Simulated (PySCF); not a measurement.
Ground-state electric properties of a mixed set of molecules.

All values: PBE0/def2-SVPD (PySCF) at GFN2-xTB geometries, gas phase, one conformer each. Core orbitals are frozen in the response; Δα² is half the sum of the squared differences of the principal polarisabilities.

Task: Rank by polarisability anisotropy Δα, highest first.
A. `[CH3:1]/[CH:2]=[C:3](\[F:4])[S:5][CH3:6]` with C2–C3–S5–C6 174°
B. `[CH3:1][CH:2]([CH3:3])[N:4]([CH3:5])[CH:6]=[O:7]` with C1–C2–N4–C5 58°, C2–N4–C6–O7 0°
C. `[CH3:1][C:2](=[O:3])[c:4]1[cH:5][n:6]([CH3:7])[n:8][n:9]1` with C1–C2–C4–C5 -179°
D. `[F:1][CH:2]([F:3])[SiH2:4][O:5][SiH2:6][O:7][SiH3:8]` with F1–C2–Si4–O5 70°, C2–Si4–O5–Si6 -12°, Si4–O5–Si6–O7 26°, O5–Si6–O7–Si8 -14°
E. `[CH3:1][C:2](=[O:3])[NH:4][CH:5]([CH3:6])[CH3:7]` with C1–C2–N4–C5 179°, C2–N4–C5–C6 124°

Result: C (7.63 Å³), A (6.95 Å³), E (2.96 Å³), B (2.44 Å³), D (2.17 Å³).

Task: Rank by mean static polarisability, lowest first.
A. `FC(F)[SiH2]O[SiH2]O[SiH3]`
B. `CC(=O)c1cnn(C)n1`
C. `CC(=O)NC(C)C`

Result: C (10.93 Å³), B (12.27 Å³), A (13.81 Å³).

Task: Rank by dipole moment, highest first.
A. `[CH3:1]/[CH:2]=[C:3](\[F:4])[S:5][CH3:6]` with C2–C3–S5–C6 174°
B. `[CH3:1][C:2](=[O:3])[NH:4][CH:5]([CH3:6])[CH3:7]` with C1–C2–N4–C5 179°, C2–N4–C5–C6 124°
C. `[CH3:1][CH:2]([CH3:3])[N:4]([CH3:5])[CH:6]=[O:7]` with C1–C2–N4–C5 58°, C2–N4–C6–O7 0°
D. `[F:1][CH:2]([F:3])[SiH2:4][O:5][SiH2:6][O:7][SiH3:8]` with F1–C2–Si4–O5 70°, C2–Si4–O5–Si6 -12°, Si4–O5–Si6–O7 26°, O5–Si6–O7–Si8 -14°

Result: C (4.06 D), B (3.79 D), D (1.82 D), A (0.41 D).

All values together:

```
                   SMILES     formula  μ (D)  HOMO (eV)  LUMO (eV)  α (Å³)  Δα (Å³)  electrons  α per electron (Å³)
             CC(=O)NC(C)C     C5H11NO   3.79      -7.25       0.41   10.93     2.96         56                0.195
              C/C=C(\F)SC      C4H7FS   0.41      -6.08       0.17   10.97     6.95         56                0.196
             CC(C)N(C)C=O     C5H11NO   4.06      -7.11       0.48   10.83     2.44         56                0.193
         CC(=O)c1cn(C)nn1     C5H7N3O   3.92      -7.45      -1.41   12.28     7.63         66                0.186
FC(F)[SiH2]O[SiH2]O[SiH3]  CH8F2O2Si3   1.82      -8.50      -0.18   13.81     2.17         90                0.153
         CC(=O)c1cnn(C)n1     C5H7N3O   4.01      -7.54      -1.53   12.27     7.50         66                0.186
```

Conformers: `[CH3:1][C:2](=[O:3])[NH:4][CH:5]([CH3:6])[CH3:7]` with C1–C2–N4–C5 179°, C2–N4–C5–C6 124°; `[CH3:1]/[CH:2]=[C:3](\[F:4])[S:5][CH3:6]` with C2–C3–S5–C6 174°; `[CH3:1][CH:2]([CH3:3])[N:4]([CH3:5])[CH:6]=[O:7]` with C1–C2–N4–C5 58°, C2–N4–C6–O7 0°; `[CH3:1][C:2](=[O:3])[c:4]1[cH:5][n:6]([CH3:7])[n:8][n:9]1` with C1–C2–C4–C5 -179°; `[F:1][CH:2]([F:3])[SiH2:4][O:5][SiH2:6][O:7][SiH3:8]` with F1–C2–Si4–O5 70°, C2–Si4–O5–Si6 -12°, Si4–O5–Si6–O7 26°, O5–Si6–O7–Si8 -14°; `[CH3:1][C:2](=[O:3])[c:4]1[cH:5][n:6][n:7]([CH3:8])[n:9]1` with C1–C2–C4–C5 180°.

Task: How closely does the mean polarisability follow the number of electrons in this set?

Result: The correlation coefficient is 0.97; α per electron runs from 0.153 to 0.196 Å³.
